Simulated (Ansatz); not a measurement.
Abridged output of a molecular run in Ansatz:

```
Functional definition: HF
1074 factors; integrals over basis functions are off by at most 1.2e-3 eV
mean field evaluation 1: about -5902.2516 eV, gradient 3.3e1 eV
mean field evaluation 2: about -5902.3694 eV, gradient 3.3e1 eV
mean field evaluation 4: about -5905.3229 eV, gradient 4.1e0 eV
mean field evaluation 8: about -5905.3740 eV, gradient 1.8e-1 eV
mean field -5905.37427637 eV, -217.0185018503 hartree, gradient 1.3e-6 eV, S^2 0.000000; 0 other end points of the search recorded, 0 dependent functions left out
5 core orbitals not correlated: weight in the atoms' cores, before any rotation towards them, 1.000 or more for the frozen orbitals, at most 0.000 for the correlated occupied ones
reference -5905.37427637 eV, -217.0185018503 hartree; 14, 14 occupied and 86, 86 virtual orbitals, 1074 factors
second order -18.23549064 eV of doubles, -0.00000000 eV of singles
cycle   1  -19.07780277 eV  change   -8.4e-1 eV  update   9.3e-2
cycle   2  -19.58992934 eV  change   -5.1e-1 eV  update   2.8e-2
cycle   3  -19.69225084 eV  change   -1.0e-1 eV  update   1.3e-2
cycle   4  -19.69204638 eV  change    2.0e-4 eV  update   3.6e-3
cycle   5  -19.69152460 eV  change    5.2e-4 eV  update   1.7e-3
cycle   6  -19.69196526 eV  change   -4.4e-4 eV  update   5.6e-4
cycle   7  -19.69189023 eV  change    7.5e-5 eV  update   2.8e-4
cycle   8  -19.69184330 eV  change    4.7e-5 eV  update   1.3e-4
cycle   9  -19.69186593 eV  change   -2.3e-5 eV  update   5.7e-5
cycle  10  -19.69187404 eV  change   -8.1e-6 eV  update   2.2e-5
perturbative correction -0.60631467 eV, -0.0222816532 hartree
Total energy: -5925.67246508 eV, -217.7644465268 hartree
```

Its atoms:

Cartesian coordinates in Å:
```
B 2.1616 -0.2925 -0.8560
C 0.6699 -0.5369 -0.6189
C 0.0109 0.1164 0.3518
C -1.4271 -0.0642 0.7000
O -2.0920 1.1679 0.8832
H 2.7214 0.5428 -0.2037
H 2.7816 -0.9107 -1.6720
H 0.1037 -1.2573 -1.2101
H 0.5413 0.8519 0.9563
H -1.9257 -0.6914 -0.0505
H -1.5008 -0.5852 1.6611
H -2.0448 1.6593 0.0586
```

(1) Which basis set was used?
A. cc-pV(Q+d)Z
B. def2-QZVPP
C. cc-pV(T+d)Z
D. def2-SVP

(2) Write the keys of the input that set method, charge and spin (a neutral closed shell needs none for the last two).

Results:

(1) D. It gives 105 functions.

(2) 
```yaml
correlation: {method: ccsd_t}
```
